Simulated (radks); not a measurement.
Charge is removed step by step from the 1s down level of O+, starting from 1s(up 1, down 1) 2s2 2p3. Method: scalar-relativistic Kohn-Sham, PBE, spin-polarised, spherical densities, point nucleus; open shells are filled with parallel spins first; computed with a radial shooting solver on a logarithmic mesh with Libxc functionals.

removed (e),E - E(0) (eV),eigenvalue (eV),E minus straight line (eV)
0,0.000,-531.21,0.000
0.25,135.08,-549.36,-6.017
0.5,274.59,-566.56,-7.598
0.75,418.16,-581.32,-5.129
1,564.39,-583.37,0.000

Removing the whole electron costs 564.39 eV by Delta-SCF, against 531.21 eV from minus the eigenvalue at the starting occupation. Slater's transition state (half an electron removed) gives 566.56 eV. Integrating minus the eigenvalue over the occupation (Janak's theorem) gives 564.20 eV. In this scalar-relativistic scheme the density is built from large components alone, so the theorem holds only approximately. The mean slope of the eigenvalue, de/dn, is 52.2 eV per electron.
